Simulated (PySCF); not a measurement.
Sn(Br)(Me) (CH₃BrSn), SMILES [Br][Sn][CH3] (connectivity only; charge and spin as stated), neutral, multiplicity 1. Heavy atoms are numbered as in [Sn:1]([Br:2])[CH3:3]. Hydrogens are named by the atom that carries them.

The structure is a stationary point at B3LYP-D3(BJ)/def2-SVP. The def2 effective core potentials stand for the cores of Sn; spin–orbit coupling is left out.

Level of theory: PySCF with PBE0/def2-TZVPD.

Mulliken values depend strongly on the basis, most of all with diffuse functions as here. ESP charges are fitted to the potential on shells at 1.4 to 2.0 van der Waals radii. Atomic charges (e), one atom of each kind:

```csv
atom,Mulliken,ESP fit
Sn1,0.64,…
Br2,-0.39,…
C3 (CH3),-0.99,…
H on C3,0.24,…
```

Q: What belongs in the gaps? (The exact figures need the calculation; the answer reports its results.)

A: 
- Sn1, ESP fit: 0.24
- Br2, ESP fit: -0.27
- C3 (CH3), ESP fit: 0.10
- H on C3, ESP fit: -0.02
